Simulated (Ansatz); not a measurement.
`BO[SiH](C)C` and `C[SiH](C)[SiH2]Cl` differ in one atom or group.

Ansatz, PBE0-D4/def2-TZVP geometries, multiplicity 1. Each molecule was computed in one conformer, which needn't be the lowest.

```tsv
property	`BO[SiH](C)C`
LUMO energy (ωB97M-V/def2-TZVPP) / eV	1.39
HOMO energy (PBE/def2-TZVPP) / eV	-6.63
LUMO energy (PBE0/def2-TZVPP) / eV	-0.44
LUMO energy (B3LYP/def2-TZVPP) / eV	-0.70
HOMO energy (PBE0/def2-TZVPP) / eV	-8.08
HOMO–LUMO gap (B3LYP/def2-TZVPP) / eV	7.19
```

**Question.** Give the same properties after the change, and the shifts. (Estimate.)

**Answer.** The calculation gave: 
| property | `C[SiH](C)[SiH2]Cl` | shift |
| --- | --- | --- |
| LUMO energy (ωB97M-V/def2-TZVPP) / eV | 1.40 | 0.01 |
| HOMO energy (PBE/def2-TZVPP) / eV | -6.53 | 0.10 |
| LUMO energy (PBE0/def2-TZVPP) / eV | -0.35 | 0.09 |
| LUMO energy (B3LYP/def2-TZVPP) / eV | -0.53 | 0.17 |
| HOMO energy (PBE0/def2-TZVPP) / eV | -7.69 | 0.39 |
| HOMO–LUMO gap (B3LYP/def2-TZVPP) / eV | 6.98 | -0.21 |

With PBE0 the HOMO rises by 0.39 eV and the LUMO rises by 0.09 eV, so the gap narrows by about 0.30 eV. PBE moves the HOMO by 0.10 eV and ωB97M-V by 0.70 eV.

B3LYP here is the variant with VWN-RPA as its local correlation; programs differ in this.
